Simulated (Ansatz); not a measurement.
Input file for Ansatz (a program for electronic structure): U-CCSD(T)/aug-cc-pVTZ on BeH2O (SMILES [BeH][OH]), a point of a bond scan (R = 2.190 Å).

Ansatz 0.2 input:
```yaml
crystal:
  periodic: [false, false, false]
  atoms:
    - {symbol: Be, position_ang: [-0.78408142, -0.35296304, 0.02982263]}
    - {symbol: H, position_ang: [-1.99529587, -0.89492562, 0.07984893]}
    - {symbol: O, position_ang: [0.51114037, 0.18521819, -0.07360318]}
    - {symbol: H, position_ang: [1.73326425, 1.65679051, 0.99196196]}
basis:
  gaussian:
    orbitals: aug-cc-pVTZ
correlation: {method: ccsd_t, electrons: outside_noble_gas}
scf: {omitted_lower_state_checks: [cluster_reference]}
magnetization: {spin_polarized: true, initial_magnetization: 0}
```

The head of its log:

```
WARN ansatz: RAYON_NUM_THREADS=1 ignored (pool sized by the plan → 1); use --threads N
Functional definition: HF
these checks for a lower state are left out or cut short: cluster_reference
integrals: 0.45 GiB planned
800 factors; integrals over basis functions are off by at most 9.8e-4 eV
mean field: 0.31 GiB planned
mean field evaluation 1: about -2454.6367 eV, gradient 3.7e1 eV
mean field evaluation 2: about -2454.6370 eV, gradient 3.7e1 eV
mean field evaluation 4: about -2461.7460 eV, gradient 3.6e0 eV
mean field evaluation 8: about -2462.0115 eV, gradient 4.1e-1 eV
mean field evaluation 16: about -2462.0150 eV, gradient 3.5e-3 eV
mean field evaluation 32: about -2465.3515 eV, gradient 1.3e-3 eV
mean field evaluation 64: about -2465.1579 eV, gradient 6.3e0 eV
mean field evaluation 96: about -2462.0616 eV, gradient 9.0e0 eV
mean field evaluation 128: about -2462.0150 eV, gradient 3.2e-2 eV
mean field -2465.35153739 eV, -90.5999979238 hartree, gradient 1.8e-6 eV, S^2 0.976210; 11 other end points of the search recorded, 0 dependent functions left out
2 core orbitals not correlated
reference -2465.35153739 eV, -90.5999979238 hartree; 5, 5 occupied and 131, 131 virtual orbitals, 800 factors
```

Task: What total energy does the run end on?

Result: -90.8730 hartree (reference determinant -90.6000, T1 diagnostic 0.037). Its determinant has ⟨S²⟩ = 0.98, a mixture of spin states.
